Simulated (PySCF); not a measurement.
Polarisability and C₆ of Pm (promethium, neutral)

[Xe] 4f5 6s2, one real determinant. Calculation: PySCF 2.14, in cc-pwCVTZ-X2C with one added diffuse shell of g type (12s11p9d7f5g1h, 195 functions); the spin-free X2C one-electron Hamiltonian (Gaussian nucleus). Coupled (time-dependent) response in atomic units; α is the mean over directions. The basis has no added diffuse functions, which lowers α and C₆.

```json
{"method": "PBEsol", "mean α (bohr³)": "197.9", "α xx, yy, zz": "200.7, 196.5, 196.5", "C₆ (like pair)": "3314", "S(−4)": "18600"}
```

S(−4) is the Cauchy moment in α(ω) = α(0) + S(−4) ω² + …

Reference α: 200 ± 20 bohr³ (recommended; Schwerdtfeger and Nagle, table of static dipole polarizabilities (2023 update)). Published C₆: 3340 (Gould and Bucko (2016)).

Spin-orbit coupling is absent.

α(iu) at PBEsol:

```
u (hartree)  α(iu) (bohr³)
          0          197.9
     0.0500          161.7
      0.100          106.9
      0.200          49.12
      0.300          28.50
      0.500          14.71
      0.750          9.030
       1.00          6.385
       1.50          3.807
       2.00          2.579
       3.00          1.458
       5.00         0.6907
```

A single London oscillator, α(iu) = α/(1 + u²/ω²), gives C₆ = (3/4) ω α². Matching the computed C₆ needs ω = 4 × 3314 / (3 × 197.9²) = 0.113 hartree.

The components differ because the open shell of this determinant is not spherical; for a pure term their mean is the scalar polarisability.

⟨L²⟩ = 24.01 against 30 for a pure H term, so this real determinant mixes terms. Spin-orbit coupling, absent here, splits the open shell strongly.
